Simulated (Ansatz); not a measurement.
`[GeH3][CH2]N1C=C1` at its PBE0-D4/def2-TZVP geometry, where that method's forces vanish. Charge 0, multiplicity 1.

| atom | x (Å) | y (Å) | z (Å) |
| --- | --- | --- | --- |
| Ge1 | 0.346 | -1.120 | -1.484 |
| C2 | 0.770 | -0.067 | 0.123 |
| N3 | -0.366 | -0.101 | 1.049 |
| C4 | -1.323 | 1.016 | 0.854 |
| C5 | -0.529 | 1.154 | 1.839 |
| H6 | 1.518 | -1.058 | -2.481 |
| H7 | 0.073 | -2.585 | -1.112 |
| H8 | -0.907 | -0.537 | -2.165 |
| H9 | 1.050 | 0.955 | -0.170 |
| H10 | 1.634 | -0.526 | 0.613 |
| H11 | -2.146 | 1.266 | 0.209 |
| H12 | -0.121 | 1.604 | 2.725 |

Task: For each bond, give half the difference of the two atoms' forces along it (eV/Å; positive pushes the atoms apart) under PBE-D4, r2SCAN-D4, B3LYP-D4, ωB97M-V in def2-TZVPP. (An estimate is asked.)

Result: Computed: 
```json
{"bond": "Ge1–C2", "length (Å)": "1.967", "PBE-D4": "0.04", "r2SCAN-D4": "0.03", "B3LYP-D4": "0.14", "ωB97M-V": "-0.01"}
{"bond": "Ge1–H6", "length (Å)": "1.540", "PBE-D4": "0.05", "r2SCAN-D4": "-0.06", "B3LYP-D4": "-0.03", "ωB97M-V": "-0.06"}
{"bond": "Ge1–H7", "length (Å)": "1.536", "PBE-D4": "0.06", "r2SCAN-D4": "-0.05", "B3LYP-D4": "-0.03", "ωB97M-V": "-0.08"}
{"bond": "Ge1–H8", "length (Å)": "1.541", "PBE-D4": "0.06", "r2SCAN-D4": "-0.05", "B3LYP-D4": "-0.03", "ωB97M-V": "-0.06"}
{"bond": "C2–N3", "length (Å)": "1.466", "PBE-D4": "0.09", "r2SCAN-D4": "0.16", "B3LYP-D4": "0.10", "ωB97M-V": "0.17"}
{"bond": "C2–H9", "length (Å)": "1.100", "PBE-D4": "0.10", "r2SCAN-D4": "-0.04", "B3LYP-D4": "-0.09", "ωB97M-V": "-0.10"}
{"bond": "C2–H10", "length (Å)": "1.094", "PBE-D4": "0.08", "r2SCAN-D4": "-0.05", "B3LYP-D4": "-0.14", "ωB97M-V": "-0.10"}
{"bond": "N3–C4", "length (Å)": "1.484", "PBE-D4": "0.56", "r2SCAN-D4": "0.37", "B3LYP-D4": "0.30", "ωB97M-V": "0.21"}
{"bond": "N3–C5", "length (Å)": "1.492", "PBE-D4": "0.58", "r2SCAN-D4": "0.40", "B3LYP-D4": "0.30", "ωB97M-V": "0.18"}
{"bond": "C4–C5", "length (Å)": "1.273", "PBE-D4": "0.78", "r2SCAN-D4": "0.29", "B3LYP-D4": "0.16", "ωB97M-V": "0.06"}
{"bond": "C4–H11", "length (Å)": "1.075", "PBE-D4": "-0.29", "r2SCAN-D4": "-0.19", "B3LYP-D4": "-0.17", "ωB97M-V": "-0.12"}
{"bond": "C5–H12", "length (Å)": "1.074", "PBE-D4": "-0.30", "r2SCAN-D4": "-0.20", "B3LYP-D4": "-0.17", "ωB97M-V": "-0.11"}
```

B3LYP here is the variant with VWN-RPA as its local correlation; programs differ in this.
